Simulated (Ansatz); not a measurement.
H$_{3}$Si$_{2}$, doublet, at a GFN2-xTB geometry; Ansatz (a quantum-chemistry and plane-wave program) with CCSD(T)/6-31G*.

Here is a job for Ansatz.
Ansatz 0.2 input:
```yaml
crystal:
  periodic: [false, false, false]
  atoms:
    - {symbol: Si, position_ang: [1.03583218, -0.57410564, 0.02759601]}
    - {symbol: Si, position_ang: [-0.91279373, 0.45080866, -0.02322225]}
    - {symbol: H, position_ang: [2.01510290, 0.57473686, 0.02004404]}
    - {symbol: H, position_ang: [-1.72650590, 1.69062149, -0.06058800]}
    - {symbol: H, position_ang: [-2.01113526, -0.53920072, -0.02068878]}
basis:
  gaussian:
    orbitals: 6-31G*
magnetization: {spin_polarized: true, initial_magnetization: 1}
correlation: {method: ccsd_t}
```

Question: What does Ansatz print? Leave out banner, timings and long lists.

Answer: 
```
Functional definition: HF
427 factors; integrals over basis functions are off by at most 8.0e-4 eV
mean field evaluation 1: about -15767.4313 eV, gradient 7.1e0 eV
mean field evaluation 2: about -15767.4614 eV, gradient 7.2e0 eV
mean field evaluation 4: about -15768.1324 eV, gradient 7.7e-1 eV
mean field evaluation 8: about -15768.1639 eV, gradient 1.2e-1 eV
mean field evaluation 16: about -15768.1586 eV, gradient 4.1e-1 eV
mean field evaluation 32: about -15768.0933 eV, gradient 7.6e-1 eV
mean field evaluation 64: about -15766.3338 eV, gradient 7.8e0 eV
mean field evaluation 96: about -15768.1469 eV, gradient 5.8e-1 eV
mean field evaluation 128: about -15767.2340 eV, gradient 3.4e-3 eV
mean field evaluation 160: about -15764.4226 eV, gradient 1.0e1 eV
mean field evaluation 192: about -15764.5976 eV, gradient 9.1e0 eV
mean field evaluation 224: about -15765.8250 eV, gradient 8.6e-3 eV
mean field evaluation 256: about -15764.5392 eV, gradient 4.0e0 eV
mean field evaluation 288: about -15767.2340 eV, gradient 2.9e-2 eV
mean field evaluation 320: about -15763.8008 eV, gradient 6.6e0 eV
mean field evaluation 352: about -15765.8250 eV, gradient 6.1e-4 eV
mean field -15768.16610944 eV, -579.4694164752 hartree, gradient 1.7e-6 eV, S^2 0.806588; 11 other end points of the search recorded, 0 dependent functions left out
determinant -15768.16610944 eV, -579.4694164752 hartree, with singles and doubles -15773.00389804 eV, -579.6472019270 hartree
determinant -15767.71376087 eV, -579.4527929719 hartree, with singles and doubles -15772.41551050 eV, -579.6255790837 hartree
determinant -15767.52712350 eV, -579.4459341748 hartree, with singles and doubles -15772.60083118 eV, -579.6323894929 hartree
determinant -15767.23398778 eV, -579.4351616358 hartree, with singles and doubles -15772.41512982 eV, -579.6255650938 hartree
determinant -15765.82496049 eV, -579.3833808381 hartree, with singles and doubles -15770.52884545 eV, -579.5562454218 hartree
determinant -15768.16610944 eV, -579.4694164752 hartree, with singles and doubles -15773.01144664 eV, -579.6474793329 hartree
determinant -15767.52712350 eV, -579.4459341748 hartree, with singles and doubles -15772.96296430 eV, -579.6456976396 hartree
determinant -15768.16487430 eV, -579.4693710843 hartree, with singles and doubles -15773.01294025 eV, -579.6475342221 hartree
determinant -15768.16487430 eV, -579.4693710843 hartree, with singles and doubles -15773.01289653 eV, -579.6475326153 hartree
10 core orbitals not correlated
reference -15768.16487429 eV, -579.4693710843 hartree; 6, 5 occupied and 28, 29 virtual orbitals, 427 factors
second order -3.81495354 eV of doubles, -0.00000000 eV of singles
cycle   1  -4.84802064 eV  change    1.6e-6 eV  update   3.1e-6
perturbative correction -0.16292936 eV, -0.0059875436 hartree
Total energy: -15773.17582430 eV, -579.6535201003 hartree
```
